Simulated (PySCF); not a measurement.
# Bond curve of CsN

Set-up: PySCF, scalar-relativistic core potentials, basis sets Cs def2-TZVPP with ECP46, N def2-TZVPP. Energies in eV from Cs + N in their ground configurations at the same level. State: ³Π (triplet), unpaired electrons σ ↑, π ↑.

```json
{"R (Å)": "2.260", "UHF-CCSD": "-0.3352"}
{"R (Å)": "2.360", "UHF-CCSD": "-0.5203"}
{"R (Å)": "2.436", "UHF-CCSD": "-0.5957"}
{"R (Å)": "2.511", "UHF-CCSD": "-0.6289"}
{"R (Å)": "2.586", "UHF-CCSD": "-0.6292"}
{"R (Å)": "2.687", "UHF-CCSD": "-0.5912"}
{"R (Å)": "2.812", "UHF-CCSD": "-0.5010"}
{"R (Å)": "2.963", "UHF-CCSD": "-0.3546"}
```

Question: Put a parabola through the three lowest points of the UHF-CCSD curve and estimate Re, k and ωe (reduced mass 12.67 u; 1 eV/Å² = 0.16022 mdyn/Å; ωe = 1302.8·√(k/μ) cm⁻¹).

Answer: Through R = 2.511, 2.586, 2.687 Å the second-order coefficient is 2.16 eV/Å², so Re ≈ 2.549 Å, k ≈ 0.692 mdyn/Å and ωe ≈ 305 cm⁻¹. A polynomial fit of higher order to the unrounded UHF-CCSD energies gives Re = 2.549 Å, k = 0.814 mdyn/Å, ωe = 330 cm⁻¹; anharmonicity and rounding make the difference.

The higher-order fit for each curve: UHF-CCSD: Re = 2.549 Å, ωe = 330 cm⁻¹, De = 0.63 eV.

Correlated steps freeze 1 core orbital. These are scalar-relativistic numbers at best; spin–orbit coupling would shift them, the dissociation energy most. The state was picked by a PBE0 search and need not be the measured ground state.
